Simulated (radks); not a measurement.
The numbers below are computed, except where a source is named.
Problem. Dy, 66 electrons, occupied as [Xe] 4f10 6s2 (the NIST ground configuration). Code: a radial shooting solver on a logarithmic mesh with Libxc functionals. Model: scalar-relativistic Kohn-Sham, revPBE, spin-polarised, spherical densities, point nucleus; open shells are filled with parallel spins first (spin-orbit coupling, left out, can overturn this in heavy ions). Some entries of the table are withheld. Estimate them.

orbital  occ.  eigenvalue (hartree)  <1/r> (bohr^-1)  r(max) (bohr)
1s up       1             -1972.120            74.59        0.01337
1s down     1             -1972.120            74.59        0.01337
2s up       1             -328.3953            17.33        0.07602
2s down     1             -328.3942            17.33        0.07602
2p up       3             -291.3371            16.09        0.06169
2p down     3             -291.3363            16.09        0.06169
3s up       1             -73.11801            6.376         0.2154
3s down     1             -73.06073            6.380         0.2154
3p up       3             -61.74448            5.975         0.2117
3p down     3             -61.68732            5.979         0.2116
3d up       5             -47.13002            5.667         0.1730
3d down     5             -47.08651            5.670         0.1729
4s up       1             -14.51255            2.688         0.4940
4s down     1             -14.38539            2.687         0.4940
4p up       3             -10.76933            2.465         0.5161
4p down     3             -10.64350            2.464         0.5160
4d up       5              -5.67542            2.173         0.5346
4d down     5              -5.55081            2.171         0.5345
5s up       1                   (1)            1.022            (2)
5s down     1                   (3)            1.010            (4)
5p up       3              -0.95247           0.8501          1.319
5p down     3              -0.90693           0.8361          1.332
4f up       7              -0.15993            1.567         0.5385
6s up       1                   (5)           0.3046          3.475
6s down     1                   (6)           0.2993          3.541
4f down     3              -0.05198            1.523         0.5404

Solution. 
(1) 5s up eigenvalue (hartree): -1.82664
(2) 5s up r(max) (bohr): 1.155
(3) 5s down eigenvalue (hartree): -1.76252
(4) 5s down r(max) (bohr): 1.163
(5) 6s up eigenvalue (hartree): -0.13785
(6) 6s down eigenvalue (hartree): -0.13401
